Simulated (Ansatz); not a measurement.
Relaxation of CH₈GeO (11 atoms, charge 0, multiplicity 1), to a largest force component of 0.03 eV/Å in at most 50 steps.

All numbers below come from RKS B3LYP-D4/def2-mTZVP in Ansatz.

```xyz
11
Properties=species:S:1:pos:R:3:forces:R:3
Ge -0.336 -0.267 -0.394 0.24 -0.01 -0.42
H -0.135 0.895 2.101 1.23 0.86 0.09
H 0.966 -0.676 0.301 0.01 0.00 0.00
H -0.408 1.259 -0.613 -0.01 -0.01 -0.01
H -0.507 -0.999 -1.743 0.00 0.00 -0.02
O -1.663 -0.791 0.674 -0.46 -0.22 0.05
C -2.979 -0.885 0.139 0.05 -0.01 -0.04
H -3.054 -1.674 -0.623 0.00 0.08 0.04
H -3.652 -1.136 0.960 0.01 0.00 -0.02
H -3.320 0.061 -0.306 0.04 -0.07 0.04
H -0.737 0.535 2.189 -1.10 -0.61 0.29
```

Q: Where does it end, and by what steps?

A: The forces met the threshold. The force dipped under the threshold on the way, but the program's further checks kept it going. After 21 steps the energy has fallen by 0.176 eV; H2 moved furthest, 1.44 Å.

```csv
step,energy less start (eV),largest force component (eV/Å),accepted
0,0.0000,1.225,yes
1,-0.0973,0.142,yes
2,-0.1318,0.339,yes
3,-0.1533,0.270,yes
4,-0.1595,0.169,yes
5,-0.1639,0.139,yes
6,-0.1655,0.045,yes
7,-0.1676,0.013,yes
8,-0.1652,0.395,no
9,-0.1690,0.030,yes
10,-0.1701,0.101,yes
11,-0.1708,0.127,yes
12,-0.1716,0.066,yes
13,-0.1727,0.043,yes
14,-0.1732,0.116,yes
15,-0.1740,0.048,yes
16,-0.1743,0.007,yes
17,-0.1747,0.047,yes
18,-0.1749,0.107,yes
19,-0.1752,0.061,yes
20,-0.1754,0.022,yes
21,-0.1759,0.014,yes
```

```xyz
11
Properties=species:S:1:pos:R:3
Ge -0.281 -0.410 -0.877
H -0.851 0.765 3.349
H 1.110 -0.419 -0.232
H -0.590 0.934 -1.572
H -0.465 -1.570 -1.881
O -1.417 -0.636 0.495
C -2.809 -0.679 0.219
H -3.072 -1.522 -0.433
H -3.334 -0.805 1.167
H -3.167 0.246 -0.250
H -0.951 0.417 2.700
```

Time of the run: 68 s on 2 threads of Intel(R) Xeon(R) Platinum 8259CL CPU @ 2.50GHz (Skylake/Cascade Lake), with other jobs on the host, peak memory 0.25 GiB.
